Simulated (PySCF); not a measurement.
Species: C7H7NO2.
SMILES with atom numbers: `[CH3:1][C:2](=[O:3])[O:4][c:5]1[cH:6][cH:7][cH:8][n:9][cH:10]1` (hydrogens: H11, H12, H13 on C1; H14 on C6; H15 on C7; H16 on C8; H17 on C10)

Cartesian coordinates in Å at the PBE0-D3(BJ)/def2-SVP level; atoms count from 1:
```
atom  x, y, z in Å
C1     3.1226    0.3071   -0.3431
C2     1.7506    0.1034    0.2218
O3     1.4924   -0.1853    1.3545
O4     0.8182    0.2721   -0.7517
C5    -0.5290    0.1456   -0.5182
C6    -1.1071   -0.7559    0.3729
C7    -2.4980   -0.7842    0.4394
C8    -3.2381    0.0716   -0.3738
N9    -2.6786    0.9268   -1.2268
C10   -1.3555    0.9628   -1.2941
H11    3.8392    0.4274    0.4770
H12    3.3988   -0.5785   -0.9363
H13    3.1445    1.1746   -1.0157
H14   -0.4937   -1.4010    0.9990
H15   -3.0027   -1.4705    1.1228
H16   -4.3331    0.0648   -0.3336
H17   -0.8924    1.6641   -1.9977
```

Method: TDDFT CAM-B3LYP/def2-SVPD, vertical, gas phase, core orbitals frozen in the response (PySCF).

Transition dipole moments from the ground state, in atomic units and in the frame of the coordinates above (overall signs are arbitrary), for the states with f of 0.002 or more among the lowest 7:

| state | E (eV) | μx | μy | μz |
| --- | --- | --- | --- | --- |
| S1 | 5.075 | 0.052 | -0.089 | -0.156 |
| S2 | 5.397 | -0.504 | -0.290 | 0.226 |
| S3 | 5.462 | 0.267 | 0.109 | -0.028 |
| S4 | 5.794 | -0.126 | 0.161 | -0.067 |
| S5 | 6.033 | 0.986 | -0.156 | 0.355 |
| S6 | 6.937 | -1.089 | -0.227 | 0.055 |
| S7 | 7.172 | -0.220 | 0.798 | -0.665 |

Problem. What oscillator strength does each state have?

Solution. f = (2/3) ΔE |μ|² with ΔE in hartree (27.2114 eV).

| state | \|μ\|² (au) | \|μ\| (D) | f |
| --- | --- | --- | --- |
| S1 | 0.035 | 0.47 | 0.004 |
| S2 | 0.390 | 1.59 | 0.052 |
| S3 | 0.084 | 0.74 | 0.011 |
| S4 | 0.046 | 0.55 | 0.007 |
| S5 | 1.122 | 2.69 | 0.166 |
| S6 | 1.241 | 2.83 | 0.211 |
| S7 | 1.127 | 2.70 | 0.198 |

Problem. What angle do the transition dipoles of S5 and S6 make?

Solution. |cos θ| = |μa·μb| / (|μa| |μb|) = 0.86, so θ ≈ 30° (taken between 0 and 90°, since the signs are arbitrary).

The vertical ionisation energy (ΔSCF) is 9.34 eV, 2.17 eV above S7.

One conformer stands for the species.
